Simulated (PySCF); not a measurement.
C₂H₄BF₃, SMILES FCB(F)CF. Coordinates come from a PBE-D3(BJ)/def2-SVP optimisation. This is a generated structure with no PubChem entry under its InChIKey; it may be hypothetical. The values are those of a single conformer.

Computed equilibrium geometry at PBE-D3(BJ)/def2-SVP (PySCF confirms it by a frequency run) as a Z-matrix, and its point group (one conformer of several):
point group Cs.
```
B
F 1 1.3360
C 1 1.5742 2 121.04
F 3 1.3854 1 114.19 2 0.00
H 3 1.1184 4 110.25 1 -122.75
H 3 1.1184 5 104.21 4 118.28
C 1 1.5799 2 118.03 3 180.00
F 7 1.3950 1 111.80 2 180.00
H 7 1.1173 8 109.44 1 122.43
H 7 1.1173 9 105.48 8 -117.64
```
